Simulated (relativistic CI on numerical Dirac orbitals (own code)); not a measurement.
**Crystal-field levels of V3+, 3d2**

Calculated by Dirac-Coulomb-Breit CI, KLI orbitals optimised for each configuration, a model potential for QED, valence Slater integrals scaled by 0.8, one configuration in a parametric crystal field (own radial code).

Field parameters in Wybourne normalisation: Oh B⁴₀ = 21Dq, B⁴₄ = √(5/14) B⁴₀. The field is a parameter set, without covalency.

S is read from ⟨S²⟩ = S(S + 1).

Levels (cm⁻¹, degeneracy): 0 (2), 6 (3), 265 (3), 393 (1), 12274 (3), 12554 (2), 15780 (1), 15841 (3), 15925 (3), 15926 (2), 25925 (1), 27177 (1).

Task: Which field gives this pattern?
A. Oh, 10Dq = 17300 cm⁻¹
B. Oh, 10Dq = 30500 cm⁻¹
C. Oh, 10Dq = 27250 cm⁻¹
D. Oh, 10Dq = 40400 cm⁻¹

Result: A. Oh, 10Dq = 17300 cm⁻¹, ground level with S = 1.00.
